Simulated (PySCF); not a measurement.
ClF2HSeSi, SMILES F[Si](Cl)(F)[SeH]. Coordinates come from a r2SCAN-D4/def2-SVP optimisation. This is a generated structure with no PubChem entry under its InChIKey; it may be hypothetical. One conformer was computed; it need not be the lowest.

Computed equilibrium geometry at r2SCAN-D4/def2-SVP (PySCF confirms it by a frequency run) as bond lengths and angles (one conformer of several):
Atoms: F1 Si2 F3 Cl4 Se5 H6. Bond lengths (Å): F1–Si2 1.606, Si2–F3 1.607, Si2–Cl4 2.039, Si2–Se5 2.241, Se5–H6 1.472. Angles (°): F1–Si2–F3 107.3, F1–Si2–Cl4 109.4, F1–Si2–Se5 106.4, F3–Si2–Cl4 106.5, F3–Si2–Se5 112.6, Cl4–Si2–Se5 114.3, Si2–Se5–H6 91.2.
Charge 0, spin multiplicity 1.
